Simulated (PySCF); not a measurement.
## SMILES [C@@H]1(BOB)C[C@@H]1C, C₄H₁₀B₂O

Geometry:
```tsv
atom	x (Å)	y (Å)	z (Å)
B1	2.543	0.786	0.054
O2	1.781	-0.147	0.530
B3	0.980	-1.079	0.961
C4	-0.457	-1.277	0.348
C5	-0.852	-0.613	-0.955
C6	-1.500	-0.173	0.311
C7	-1.219	1.190	0.890
H8	3.256	0.551	-0.858
H9	2.522	1.864	0.539
H10	1.364	-1.801	1.815
H11	-0.885	-2.263	0.501
H12	-1.425	-1.184	-1.670
H13	-0.128	0.051	-1.406
H14	-2.524	-0.496	0.470
H15	-0.203	1.502	0.670
H16	-1.352	1.179	1.971
H17	-1.906	1.924	0.468
```

Theory: GIAO B3LYP/pcSseg-1 magnetisability, rotational g tensor and spin-rotation constants, non-relativistic, gas phase (PySCF 2.14.0). Geometry: GFN2-xTB.

Q: Give the nuclear spin-rotation constants along the inertial axes (H = +C I·J) beside the isotropic shieldings.

A: Rotational constants 4.1417, 1.9314, 1.6763 GHz. A star marks the isotopologue with that one atom substituted, in its own axes.
| atom | isotope | Caa (kHz) | Cbb (kHz) | Ccc (kHz) | mean (kHz) | σ (ppm) |
| --- | --- | --- | --- | --- | --- | --- |
| B1 | 11B | 1.110 | 0.606 | 0.450 | 0.722 | 57.8 |
| B3 | 11B | 1.270 | 0.535 | 0.483 | 0.762 | 54.1 |
| H8 | 1H | -0.152 | -0.142 | 0.002 | -0.097 | 26.4 |
| H9 | 1H | -0.352 | 0.117 | -0.144 | -0.126 | 26.5 |
| H10 | 1H | -0.330 | -0.077 | 0.033 | -0.125 | 26.0 |
| H11 | 1H | -0.327 | -0.058 | -0.170 | -0.185 | 31.3 |
| H12 | 1H | -0.278 | -0.143 | -0.111 | -0.177 | 31.0 |
| H13 | 1H | -0.243 | -0.189 | -0.102 | -0.178 | 31.5 |
| H14 | 1H | 0.048 | -0.210 | -0.165 | -0.109 | 30.4 |
| H15 | 1H | 0.043 | -0.216 | -0.183 | -0.119 | 31.2 |
| H16 | 1H | -0.433 | -0.213 | 0.036 | -0.203 | 30.4 |
| H17 | 1H | -0.236 | -0.107 | -0.135 | -0.160 | 30.3 |
| O2 | 17O* | -1.376 | -0.622 | -0.505 | -0.834 | 7.8 |
| C4 | 13C* | 0.506 | 0.266 | 0.285 | 0.352 | 168.2 |
| C5 | 13C* | 0.514 | 0.216 | 0.326 | 0.352 | 167.5 |
| C6 | 13C* | 0.590 | 0.306 | 0.278 | 0.391 | 159.5 |
| C7 | 13C* | 0.657 | 0.266 | 0.261 | 0.395 | 162.4 |

For the geometry as given, no vibrational averaging.

Q: How do the rotational constants and the g tensor change when H8, H9, H10, H11, H12, H13, H14, H15, H16, H17 are replaced by deuterium?

A: Constants 3.2144, 1.6313, 1.4119 GHz; g -0.0227, -0.0078, -0.0121, against -0.0290, -0.0092, -0.0143 before.
